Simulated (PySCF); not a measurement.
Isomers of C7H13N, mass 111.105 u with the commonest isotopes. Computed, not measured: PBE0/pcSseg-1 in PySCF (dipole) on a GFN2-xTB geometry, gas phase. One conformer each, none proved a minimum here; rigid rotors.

Question: Order these by rotational constant B, smallest first.
A. `[NH2:1][CH2:2][C@@H:3]1[CH:4]=[CH:5][CH2:6][CH2:7][CH2:8]1` with H–N1–C2–C3 -63° and 56°, N1–C2–C3–C4 -177°, C2–C3–C4–C5 -137°, C4–C5–C6–C7 -16°, C5–C6–C7–C8 48°, C6–C7–C8–C3 -64°
B. `[CH3:1][C@@H:2]1[CH:3]=[CH:4][CH2:5][C@@H:6]1[CH2:7][NH2:8]` with C5–C6–C7–N8 60°, C6–C7–N8–H 180° and 61°, C1–C2–C3–C4 -106°, C3–C4–C5–C6 -13°, C4–C5–C6–C7 149°, C1–C2–C6–C5 95°
C. `[CH2:1]1[CH2:2][CH:3]2[CH2:4][CH2:5][CH2:6][N:7]2[CH2:8]1` with C8–C1–C2–C3 -38°, C1–C2–C3–C4 141°, C2–C3–C4–C5 -99°, C3–C4–C5–C6 -33° (hexahydropyrrolizine)

Answer: A (1369 MHz), B (1640 MHz), C (2050 MHz).

Question: Order these by rotational constant C, smallest first.
A. `[CH3:1][C@@H:2]1[CH:3]=[CH:4][CH2:5][C@@H:6]1[CH2:7][NH2:8]` with C5–C6–C7–N8 60°, C6–C7–N8–H 180° and 61°, C1–C2–C3–C4 -106°, C3–C4–C5–C6 -13°, C4–C5–C6–C7 149°, C1–C2–C6–C5 95°
B. `[NH2:1][CH2:2][C@@H:3]1[CH:4]=[CH:5][CH2:6][CH2:7][CH2:8]1` with H–N1–C2–C3 -63° and 56°, N1–C2–C3–C4 -177°, C2–C3–C4–C5 -137°, C4–C5–C6–C7 -16°, C5–C6–C7–C8 48°, C6–C7–C8–C3 -64°
C. `[CH2:1]1[CH2:2][CH:3]2[CH2:4][CH2:5][CH2:6][N:7]2[CH2:8]1` with C8–C1–C2–C3 -38°, C1–C2–C3–C4 141°, C2–C3–C4–C5 -99°, C3–C4–C5–C6 -33° (hexahydropyrrolizine)

Answer: B (1105 MHz), A (1220 MHz), C (1562 MHz).

Question: Order these by out-of-plane moment Σ m c² = (Ia + Ib − Ic)/2, smallest first.
A. `[CH2:1]1[CH2:2][CH:3]2[CH2:4][CH2:5][CH2:6][N:7]2[CH2:8]1` with C8–C1–C2–C3 -38°, C1–C2–C3–C4 141°, C2–C3–C4–C5 -99°, C3–C4–C5–C6 -33° (hexahydropyrrolizine)
B. `[NH2:1][CH2:2][C@@H:3]1[CH:4]=[CH:5][CH2:6][CH2:7][CH2:8]1` with H–N1–C2–C3 -63° and 56°, N1–C2–C3–C4 -177°, C2–C3–C4–C5 -137°, C4–C5–C6–C7 -16°, C5–C6–C7–C8 48°, C6–C7–C8–C3 -64°
C. `[CH3:1][C@@H:2]1[CH:3]=[CH:4][CH2:5][C@@H:6]1[CH2:7][NH2:8]` with C5–C6–C7–N8 60°, C6–C7–N8–H 180° and 61°, C1–C2–C3–C4 -106°, C3–C4–C5–C6 -13°, C4–C5–C6–C7 149°, C1–C2–C6–C5 95°

Answer: B (16.91 u·Å²), C (24.79 u·Å²), A (30.57 u·Å²).

```csv
SMILES,point group,Ia (u·Å²),Ib (u·Å²),Ic (u·Å²),κ,μa (D),μb (D),μc (D)
C1CC2CCCN2C1,C1,138.14,246.47,323.47,-0.53,0.09,0.46,0.91
C[C@@H]1C=CC[C@@H]1CN,C1,155.70,308.10,414.22,-0.59,0.68,1.04,0.67
NC[C@@H]1C=CCCC1,C1,121.79,369.21,457.18,-0.83,1.12,0.87,0.58
```
